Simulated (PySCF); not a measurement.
C₁₀H₁₂N₂.

```xyz
24

C     -2.0120    -1.5347     0.7258
N     -0.6692    -1.7088     0.2123
C     -0.0476    -2.9266     0.0718
C      1.2224    -2.7197    -0.4333
C      1.3743    -1.3192    -0.6134
C      0.1895    -0.7035    -0.2108
C     -0.1895     0.7035    -0.2108
C     -1.3743     1.3192    -0.6134
C     -1.2224     2.7197    -0.4333
C      0.0476     2.9266     0.0718
N      0.6692     1.7088     0.2123
C      2.0120     1.5347     0.7258
H     -2.0814    -0.5909     1.2823
H     -2.7624    -1.5128    -0.0820
H     -2.2502    -2.3681     1.4015
H     -0.5615    -3.8446     0.3485
H      1.9571    -3.4917    -0.6523
H      2.2401    -0.8058    -1.0245
H     -2.2401     0.8058    -1.0245
H     -1.9571     3.4917    -0.6523
H      0.5615     3.8446     0.3485
H      2.0814     0.5909     1.2823
H      2.2502     2.3681     1.4015
H      2.7624     1.5128    -0.0820
```

Geometry: B3LYP-D3(BJ)/def2-SVP. The values are those of a single conformer.

Method: PBE0/pcSseg-1 (PySCF). Non-relativistic, no solvent.

Question: Give the absolute GIAO shielding of each atom: isotropic value and principal components (ppm). (The exact figures need the calculation; the answer reports its results.)

Answer: 
```json
[
 {"atom": "C1", "σ(iso)": "148.4", "σ11": "131.1", "σ22": "133.9", "σ33": "180.1", "span": "49.0"},
 {"atom": "N2", "σ(iso)": "86.1", "σ11": "-11.8", "σ22": "100.6", "σ33": "169.6", "span": "181.4"},
 {"atom": "C3", "σ(iso)": "57.4", "σ11": "-15.3", "σ22": "65.7", "σ33": "121.9", "span": "137.2"},
 {"atom": "C4", "σ(iso)": "70.5", "σ11": "-10.9", "σ22": "60.5", "σ33": "161.9", "span": "172.8"},
 {"atom": "C5", "σ(iso)": "68.8", "σ11": "-4.3", "σ22": "56.1", "σ33": "154.5", "span": "158.8"},
 {"atom": "C6", "σ(iso)": "53.9", "σ11": "-12.4", "σ22": "49.5", "σ33": "124.7", "span": "137.1"},
 {"atom": "C7", "σ(iso)": "53.9", "σ11": "-12.4", "σ22": "49.5", "σ33": "124.7", "span": "137.1"},
 {"atom": "C8", "σ(iso)": "68.8", "σ11": "-4.3", "σ22": "56.1", "σ33": "154.5", "span": "158.8"},
 {"atom": "C9", "σ(iso)": "70.5", "σ11": "-10.9", "σ22": "60.5", "σ33": "161.9", "span": "172.8"},
 {"atom": "C10", "σ(iso)": "57.4", "σ11": "-15.3", "σ22": "65.7", "σ33": "121.9", "span": "137.2"},
 {"atom": "N11", "σ(iso)": "86.1", "σ11": "-11.8", "σ22": "100.6", "σ33": "169.6", "span": "181.4"},
 {"atom": "C12", "σ(iso)": "148.4", "σ11": "131.1", "σ22": "133.9", "σ33": "180.1", "span": "49.0"},
 {"atom": "H13", "σ(iso)": "27.5", "σ11": "22.0", "σ22": "29.6", "σ33": "31.0", "span": "9.0"},
 {"atom": "H14", "σ(iso)": "27.7", "σ11": "22.9", "σ22": "25.6", "σ33": "34.8", "span": "11.9"},
 {"atom": "H15", "σ(iso)": "27.8", "σ11": "22.3", "σ22": "27.0", "σ33": "34.2", "span": "11.8"},
 {"atom": "H16", "σ(iso)": "24.6", "σ11": "21.1", "σ22": "25.5", "σ33": "27.2", "span": "6.1"},
 {"atom": "H17", "σ(iso)": "24.9", "σ11": "22.3", "σ22": "25.2", "σ33": "27.1", "span": "4.8"},
 {"atom": "H18", "σ(iso)": "25.1", "σ11": "21.2", "σ22": "25.5", "σ33": "28.6", "span": "7.4"},
 {"atom": "H19", "σ(iso)": "25.1", "σ11": "21.2", "σ22": "25.5", "σ33": "28.6", "span": "7.4"},
 {"atom": "H20", "σ(iso)": "24.9", "σ11": "22.3", "σ22": "25.2", "σ33": "27.1", "span": "4.8"},
 {"atom": "H21", "σ(iso)": "24.6", "σ11": "21.1", "σ22": "25.5", "σ33": "27.2", "span": "6.1"},
 {"atom": "H22", "σ(iso)": "27.5", "σ11": "22.0", "σ22": "29.6", "σ33": "31.0", "span": "9.0"},
 {"atom": "H23", "σ(iso)": "27.8", "σ11": "22.3", "σ22": "27.0", "σ33": "34.2", "span": "11.8"},
 {"atom": "H24", "σ(iso)": "27.7", "σ11": "22.9", "σ22": "25.6", "σ33": "34.8", "span": "11.9"}
]
```
